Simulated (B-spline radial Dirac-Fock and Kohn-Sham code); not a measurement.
Energy-loss ionisation edge N3 of Sm

System: neutral samarium, configuration 1s2 2s2 2p6 3s2 3p6 3d10 4s2 4p6 4d10 4f6 5s2 5p6 6s2. Method: the first Born approximation with generalised oscillator strengths from a Dirac-Hartree-Slater potential (longitudinal and transverse terms; continuum final states only, so no white lines or fine structure). Computed with a B-spline atomic structure program. The edge is taken at 247.4 eV (tabulated value).

The run's input, task.json:

```json
{"items": [{
  "Z": 62,
  "q": 0,
  "cfg": [[1, 0, 2], [2, 0, 2], [2, 1, 6], [3, 0, 2], [3, 1, 6], [3, 2, 10], [4, 0, 2], [4, 1, 6], [4, 2, 10], [4, 3, 6], [5, 0, 2], [5, 1, 6], [6, 0, 2]],
  "A": 152,
  "rrms": 5.0819,
  "do": "eels",
  "beams": [[60, 10], [80, 10], [80, 20], [100, 5], [100, 10], [100, 20], [100, 100], [120, 20], [120, 100], [200, 5], [200, 100], [300, 10], [300, 20], [300, 50]],
  "edges": {"N3": 247.4}
}]}
```

Run with: `python xray2_run.py task.json out`

Partial cross sections σ(β, Δ) in barn, integrated over a window Δ above the edge and up to the collection semi-angle β, for parallel illumination:

| E₀ (kV) | β (mrad) | Δ = 25 eV | Δ = 50 eV | Δ = 100 eV | Δ = 200 eV | Δ = 300 eV |
| --- | --- | --- | --- | --- | --- | --- |
| 60 | 10 | 1060 | 1920 | 3250 | 4930 | 5860 |
| 80 | 10 | 990 | 1790 | 3050 | 4670 | 5610 |
| 80 | 20 | 1410 | 2540 | 4310 | 6750 | 8250 |
| 100 | 5 | 617 | 1110 | 1880 | 2820 | 3330 |
| 100 | 10 | 932 | 1690 | 2880 | 4450 | 5380 |
| 100 | 20 | 1300 | 2340 | 3980 | 6240 | 7660 |
| 100 | 100 | 2090 | 3860 | 6580 | 10700 | 13700 |
| 120 | 20 | 1220 | 2200 | 3730 | 5880 | 7230 |
| 120 | 100 | ? | ? | ? | ? | ? |
| 200 | 5 | 575 | 1050 | 1790 | 2760 | 3330 |
| 200 | 100 | 1390 | 2570 | 4390 | 7150 | 9190 |
| 300 | 10 | 738 | 1340 | 2300 | 3630 | 4470 |
| 300 | 20 | 983 | 1780 | 3010 | 4790 | 5960 |
| 300 | 50 | 1150 | 2130 | 3640 | 5930 | 7590 |

Question: Give the row for 120 kV and 100 mrad.

Answer: 1860 b for 25 eV, 3440 b for 50 eV, 5860 b for 100 eV, 9540 b for 200 eV, 12300 b for 300 eV.
